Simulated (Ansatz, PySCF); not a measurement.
Complex: HBr (SMILES Br) (first 2 atoms) with H4OSi (SMILES O[SiH3]); geometry from B3LYP-D3(BJ)/def2-TZVP, rigid monomers moved along the line of their centres of mass till Br1···H5 is 3.80 Å.
(charge 0, multiplicity 1):
| atom | x (Å) | y (Å) | z (Å) |
|---|---|---|---|
| Br | -0.4673 | -1.3769 | -0.0963 |
| H | 0.4134 | -0.3081 | 0.2541 |
| O | -0.8975 | 0.3212 | 4.1970 |
| Si | 0.7022 | 0.6576 | 4.3979 |
| H | -1.1446 | -0.2668 | 3.4758 |
| H | 1.4860 | -0.5352 | 4.7995 |
| H | 0.7840 | 1.6965 | 5.4420 |
| H | 1.3045 | 1.1772 | 3.1375 |

Interaction energies are E(AB) − E(A) − E(B) at the monomers' geometry in the complex; basis-set methods are counterpoise corrected. Rows marked so take none.

Frozen-core correlation. Filled d and f shells under p-block atoms count as core. CBS: X⁻³ extrapolation of the correlation energy, Hartree–Fock from the larger set. Rows in 6-31G* carry no dispersion term and start afresh at each structure (6-31G* with six Cartesian d functions); the Pople sets are all-electron and without relativity.

Codes used: Ansatz (Gaussian basis) for Hartree–Fock, density functionals and correlated methods; PySCF for 6-31G* rows. Values without a source in brackets are computed.

Estimate the interaction energy that B3LYP/6-31G* returns for this input.

-19 meV

What interaction energy does CCSD(T)/CBS(def2-SVPD, def2-TZVPPD) give?

-41 meV

Give the interaction energy at the level B3LYP/6-31G* (no counterpoise).

-25 meV

Ansatz is a program for electronic structure.
